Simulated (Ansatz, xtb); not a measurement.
Two isomers of C5H7NO3

Structure X is `NC(=O)[C@@H]1CC(=O)CO1`, a singlet and structure Y is `NC(=O)[C@@H]1CC(O)=CO1`, a singlet. Both are isolated molecules in the gas phase, relaxed with PBE0-D3(BJ)/def2-SVP, each in the lowest conformer that the search found.

Quicker runs give these differences E(Y) − E(X): GFN2-xTB +0.280 eV; HF/STO-3G +0.755 eV (at GFN2-xTB geometries); r2SCAN-D4/def2-SVP +0.627 eV (at GFN2-xTB geometries).

Q: Estimate E(Y) − E(X) at the level CCSD(T)/def2-SVP + ΔMP2/def2-TZVPP.

A: Calculated at CCSD(T)/def2-SVP + ΔMP2/def2-TZVPP: E(Y) − E(X) = +0.558 eV, so structure X lies lower.

How the difference moves with the method:

| level | geometry | E(Y) − E(X) (eV) | departure from the last row (eV) | job, with rough time for the two |
| --- | --- | --- | --- | --- |
| GFN2-xTB | GFN2-xTB | +0.280 | −0.278 | optimisation, 0.5 s |
| HF/STO-3G | GFN2-xTB | +0.755 | +0.197 | single point, 0.86 s |
| r2SCAN-D4/def2-SVP | GFN2-xTB | +0.627 | +0.069 | single point, 5.1 s |
| PBE0-D3(BJ)/def2-SVP | PBE0-D3(BJ)/def2-SVP | +0.586 | +0.028 | optimisation, 1.9 min |
| HF/def2-SVP | PBE0-D3(BJ)/def2-SVP | +0.764 | +0.206 | part of the CCSD(T) run |
| MP2/def2-SVP | PBE0-D3(BJ)/def2-SVP | +0.653 | +0.095 | part of the CCSD(T) run |
| CCSD(T)/def2-SVP | PBE0-D3(BJ)/def2-SVP | +0.660 | +0.102 | single point |
| CCSD(T)/def2-SVP + ΔMP2/def2-TZVPP | PBE0-D3(BJ)/def2-SVP | +0.558 |  | single point, 4.2 min |

As drawn, Y has 1 C–O, 1 C=C, 1 O–H in place of 1 C=O, 1 C–C, 1 C–H.

The levels shown agree on the order. The largest departure from CCSD(T)/def2-SVP + ΔMP2/def2-TZVPP is that of GFN2-xTB, 0.278 eV. The last row adds to CCSD(T) the change of the MP2 difference between the two basis sets, here −0.102 eV.

With thermal terms from frequencies at re-optimised GFN2-xTB minima (ideal gas, soft modes damped towards free rotors, one conformer each, 298.15 K, 1 atm): the zero-point term adds +0.004 eV; ΔH is +0.567 and ΔG +0.566 eV.

The correlated steps freeze 9 core orbitals. Run with Ansatz 0.2.0, xtb 6.7.1; the last row on 2 threads of Intel(R) Xeon(R) Platinum 8488C (Sapphire Rapids) on a shared host.
